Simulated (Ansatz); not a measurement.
The first iterations of a band of Cl + FH3OSi (7 atoms, charge 0, multiplicity 2).

Theory: Ansatz, UKS PBE-D4/6-31G*.

```json
{
  "movable images": "9",
  "climbing image": "yes",
  "spring": "5.0 eV/Å²",
  "optimiser": "quadratic models (default)",
  "start path": "through a guess of the saddle point",
  "force threshold": "0.03 eV/Å",
  "iteration limit": "60",
  "end points": "relaxed"
}
```

Initial state:

```xyz
7
Properties=species:S:1:pos:R:3
Si -0.008 0.046 0.067
F -0.342 0.782 1.498
H 1.465 -0.050 -0.108
H -0.685 0.927 -0.941
O -0.576 -1.510 0.033
H -1.546 -1.618 0.069
Cl 0.345 -0.594 3.543
```

Final state:

```xyz
7
Properties=species:S:1:pos:R:3
Si 0.127 0.034 0.041
F 0.801 0.385 1.510
H 1.227 0.112 -0.961
H -0.946 1.054 -0.168
O -0.406 -1.531 0.013
H -1.123 -1.722 0.651
Cl -1.027 -0.348 3.076
```

| iteration | highest image above the first end (eV) | largest band force component (eV/Å) |
| --- | --- | --- |
| 1 | 2.028 | 8.253 |
| 2 | 1.141 | 5.603 |
| 3 | 0.405 | 1.864 |
| 4 | 0.187 | 0.727 |
| 5 | 0.102 | 1.094 |

**Question.** Does the band converge within its limit, and where does its top end?

**Answer.** The run converged. It ended after 15 iterations with the highest image 0.001 eV above the first end. The top lies less than 8 meV above the higher end, about what the thresholds resolve: that end is a shoulder or a very shallow well. A vibrational analysis at the climbing image gives no mode beyond 40i cm⁻¹: the surface is too flat there to confirm a saddle point.

The run took 5.1 min on 2 threads of Arm Neoverse V1, on a shared host, peak memory 0.17 GiB.
